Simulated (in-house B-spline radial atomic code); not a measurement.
# Ionising the vanadium ion V⁵⁺ with different functionals

Computed with a radial B-spline atomic code at the basis-set limit: scalar-relativistic (spin-free X2C) Hamiltonian, Fermi nucleus of rms radius 3.6002 fm, spin-polarised at highest spin, spherical fractional occupations for the functionals, and exact exchange of hybrids averaged over the configuration. The ionisation energy is the difference of two self-consistent energies, [Ne] 3s2 3p6 → [Ne] 3s2 3p5, without Breit or QED terms; ε is the level of the shell that loses the electron (its least bound occupied spin orbital).

```json
{"method": "PBE0", "rung": "global hybrid", "ΔSCF (eV)": "128.45", "-ε(3p) (eV)": "120.52"}
{"method": "B3LYP", "rung": "global hybrid", "ΔSCF (eV)": "128.45", "-ε(3p) (eV)": "119.91"}
{"method": "TPSSh", "rung": "global hybrid", "ΔSCF (eV)": "128.62", "-ε(3p) (eV)": "118.94"}
{"method": "BHandHLYP", "rung": "global hybrid", "ΔSCF (eV)": "128.35", "-ε(3p) (eV)": "123.43"}
{"method": "r2SCAN0", "rung": "global hybrid", "ΔSCF (eV)": "128.96", "-ε(3p) (eV)": "121.19"}
{"method": "B97-1", "rung": "global hybrid", "ΔSCF (eV)": "?", "-ε(3p) (eV)": "?"}
{"method": "HSE06", "rung": "range-separated hybrid", "ΔSCF (eV)": "?", "-ε(3p) (eV)": "?"}
{"method": "wB97X", "rung": "range-separated hybrid", "ΔSCF (eV)": "128.33", "-ε(3p) (eV)": "122.90"}
{"method": "CAM-B3LYP", "rung": "range-separated hybrid", "ΔSCF (eV)": "128.38", "-ε(3p) (eV)": "121.90"}
{"method": "LC-wPBE", "rung": "range-separated hybrid", "ΔSCF (eV)": "128.46", "-ε(3p) (eV)": "123.07"}
```

Task: What does HSE06 give?

Result: ΔSCF 128.43 eV, and -ε(3p) = 120.08 eV.

Task: What does B97-1 give?

Result: ΔSCF 128.39 eV, and -ε(3p) = 119.93 eV.

Task: Among the functionals, which spreads more, the ΔSCF values or the orbital energies?

Result: The orbital energies: ΔSCF values span about 0.63 eV and the orbital energies 4.49 eV; here energy differences depend much less on the functional than eigenvalues do.

Task: How do they compare with the NIST value?

Result: NIST lists 128.12 eV ± 0.025 (measured, ground level to ground level). Errors run from +0.20 to +0.83 eV; wB97X is closest (+0.20 eV), but part of that can be cancellation, since the calculations leave out spin-orbit coupling, Breit-QED terms, multiplet and fine-structure energies.
